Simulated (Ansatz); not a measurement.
`F[SiH](F)[SiH3]` + H₂S → `F[SiH](F)S` + SiH₄ at 400 K and 1 bar (cleavage of the Si–Si bond).

Isolated molecules relaxed with PBE0-D4/def2-TZVP in Ansatz; ΔE leaves out vibrations. CCSD(T)/CBS is the MP2 limit (def2-TZVPP, def2-QZVPP) plus CCSD(T) − MP2 in def2-TZVPP, frozen cores. This one scheme is used for every species. Each species was taken in one conformer, which may not be the lowest.

```tsv
species	CCSD(T)/CBS energy (Eh)	H − E (kJ/mol)	S (J/(mol·K))
`F[SiH](F)[SiH3]`	-780.26920	133.4	362.8
H₂S	-398.97279	53.4	215.9
`F[SiH](F)S`	-887.80771	89.7	339.4
SiH₄	-291.46306	96.9	218.6
```

H − E and S are ideal-gas, rigid-rotor, harmonic terms from PBE0-D4/def2-TZVP, for one conformer and one mirror image of each species. 1 Eh = 2625.50 kJ/mol, R = 8.31446 J/(mol·K).

Q: By hand: ΔE, ΔH, ΔS and ΔG.

A: ΔE = (-887.80771) + (-291.46306) − (-780.26920) − (-398.97279) = -0.02878 Eh = -75.6 kJ/mol. Δ(H − E) = 89.7 + 96.9 − 133.4 − 53.4 = -0.2, so ΔH = -75.8 kJ/mol. ΔS = 339.4 + 218.6 − 362.8 − 215.9 = -20.7 J/(mol·K). ΔG = -75.8 − 400 × (-20.7)/1000 = -67.5 kJ/mol.

Q: By hand: the equilibrium constant, and the temperature at which ΔG would vanish if ΔH and ΔS stayed fixed.

A: log₁₀ K = −ΔG/(RT ln 10) = 8.8. ΔG = 0 at ΔH/ΔS = 3662 K, far beyond where these terms or the molecules hold.

ΔH outweighs TΔS. A doubt of 5 kJ/mol in ΔE shifts log₁₀ K by 0.7 here. Other conformers and mirror images would add mixing entropy, several J/(mol·K) or more a flexible species. These are equilibria of isolated gas molecules and say nothing of rates. Largest T1 diagnostic: 0.013 (customary marks: 0.02 for closed shells, 0.045 for open ones).
